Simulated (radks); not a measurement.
Values are calculated unless marked as measured or tabulated.
Re, 75 electrons, occupied as [Xe] 4f14 5d5 6s2. Code: a radial shooting solver on a logarithmic mesh with Libxc functionals. Model: Dirac Kohn-Sham, exchange-only PBE, spin-unpolarised, spherical densities, point nucleus; open shells fill j = l - 1/2 first.

Normalised radial functions P(r) = r R(r) (large component), r in bohr:

| r | 5p3/2 | 6s1/2 | 5d3/2 |
|---|---|---|---|
| 0.0009044 | 0.0009 | 0.0188 | 0.0000 |
| 0.001236 | 0.0016 | 0.0237 | 0.0000 |
| 0.001675 | 0.0029 | 0.0294 | 0.0000 |
| 0.002269 | 0.0051 | 0.0360 | 0.0001 |
| 0.0031 | 0.0090 | 0.0433 | 0.0002 |
| 0.004202 | 0.0155 | 0.0503 | 0.0003 |
| 0.005695 | 0.0263 | 0.0559 | 0.0007 |
| 0.00778 | 0.0442 | 0.0580 | 0.0016 |
| 0.01054 | 0.0711 | 0.0535 | 0.0034 |
| 0.01429 | 0.1101 | 0.0390 | 0.0072 |
| 0.01952 | 0.1623 | 0.0108 | 0.0151 |
| 0.02646 | 0.2176 | -0.0283 | 0.0301 |
| 0.03614 | 0.2569 | -0.0700 | 0.0580 |
| 0.04899 | 0.2394 | -0.0905 | 0.1019 |
| 0.06639 | 0.1246 | -0.0644 | 0.1610 |
| 0.0907 | -0.0980 | 0.0189 | 0.2183 |
| 0.1229 | -0.3173 | 0.1097 | 0.2266 |
| 0.1666 | -0.3389 | 0.1161 | 0.1320 |
| 0.2276 | -0.0197 | -0.0167 | -0.0818 |
| 0.3084 | 0.4213 | -0.1687 | -0.2973 |
| 0.418 | 0.5108 | -0.1380 | -0.3321 |
| 0.5711 | 0.0034 | 0.1058 | -0.0803 |
| 0.774 | -0.6981 | 0.2927 | 0.3274 |
| 1.049 | -1.0422 | 0.1852 | 0.6660 |
| 1.433 | -0.8585 | -0.1820 | 0.7781 |
| 1.942 | -0.4571 | -0.5198 | 0.6700 |
| 2.632 | -0.1582 | -0.6337 | 0.4630 |
| 3.596 | -0.0317 | -0.5129 | 0.2563 |
| 4.873 | -0.0035 | -0.3005 | 0.1156 |
| 6.605 | -0.0002 | -0.1256 | 0.0403 |
| 9.023 | 0.0000 | -0.0321 | 0.0091 |

5p3/2: eigenvalue -42.616 eV, 3 radial nodes at r = 0.0801, 0.231, 0.572 bohr, <r> = 1.24 bohr, 90 % of the charge inside 1.82 bohr. 6s1/2: eigenvalue -5.148 eV, 5 radial nodes at r = 0.0214, 0.0855, 0.221, 0.507, 1.24 bohr, <r> = 3.16 bohr, 90 % of the charge inside 4.76 bohr. 5d3/2: eigenvalue -4.791 eV, 2 radial nodes at r = 0.205, 0.609 bohr, <r> = 1.92 bohr, 90 % of the charge inside 3.08 bohr.
